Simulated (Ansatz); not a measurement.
Reaction (atomization): `CO[SiH]([O])Cl`• → C• + Cl• + 4 H• + 2 O• + Si•

Program: Ansatz. Geometries: PBE0-D4/def2-TZVP. ΔE: electronic, gas phase. CCSD(T)/CBS adds triple-zeta CCSD(T) − MP2 to the extrapolated MP2 energy (def2 sets, frozen cores). This one scheme is used for every species, atoms too. Functionals use def2-TZVPP. B3LYP here is the variant with VWN-RPA as its local correlation; programs differ in this. Open shells (•) are unrestricted, without spin–orbit coupling. Spin–orbit coupling would lower the free atoms: a little for C, Cl, O, Si. One conformer a species, not always the lowest.

CCSD(T)/CBS gives +33.84 eV.

Question: Another level gave +32.29 eV. Which?
A. B3LYP-D4/def2-TZVPP
B. PBE0/def2-TZVPP
C. CCSD/def2-TZVPP
D. HF/def2-TZVPP

Answer: C. CCSD/def2-TZVPP 32.29, B3LYP-D4 33.72, PBE0 33.52, HF/def2-TZVPP 24.54 eV.

Largest T1 diagnostic among the species: 0.015.

The D4 term adds +0.33 eV with B3LYP and +0.17 eV with PBE0; it sums over pairs of atoms, weighted by their polarisabilities, and B3LYP, whose exchange is more repulsive, gets the larger term. From PBE to PBE0 (25 % exact exchange), in def2-TZVPP and without D4, ΔE moves by −0.75 eV: exact exchange takes away binding that semilocal exchange gives to molecules.

For atomizations the MP2-based limit and the directly extrapolated one differ by several kJ/mol either way, and by 10 to 25 for some Ge, Se and Sn compounds, so smaller differences from it don't rank the levels.
